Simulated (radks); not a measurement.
Task: These are the eigenvalues of the occupied orbitals of an atom or ion with whole-number occupations (eV). Method: non-relativistic Kohn-Sham, LDA (Slater exchange, Perdew-Zunger correlation), spin-polarised, spherical densities, point nucleus; computed with a radial shooting solver on a logarithmic mesh with Libxc functionals.

1s down: -39668.60
1s up: -39668.60
2s up: -6200.932
2s down: -6200.899
2p up: -5874.181
2p down: -5874.163
3s up: -1344.031
3s down: -1343.073
3p up: -1201.616
3p down: -1200.732
3d up: -935.4287
3d down: -934.7661
4s up: -273.9549
4s down: -271.8105
4p up: -220.5072
4p down: -218.3661
4d up: -126.3930
4d down: -124.2685
5s up: -48.2669
5s down: -47.1205
5p up: -33.9867
5p down: -33.0609
4f up: -17.4469

Which element is it, and in what charge state? The configuration may be excited. Open shells, if any, are filled with parallel spins first.

Result: Z = 59, praseodymium, charge +2: Pr2+ in [Xe] 4f3. The list shows which subshells hold electrons but not how many an open one holds; the 1s level, -1457.8 hartree, gives Z - s = 54.0 by -(Z - s)^2/2, which with screening narrows Z to a few neighbours, and the depths of the outer levels then fix element, charge and occupations together.
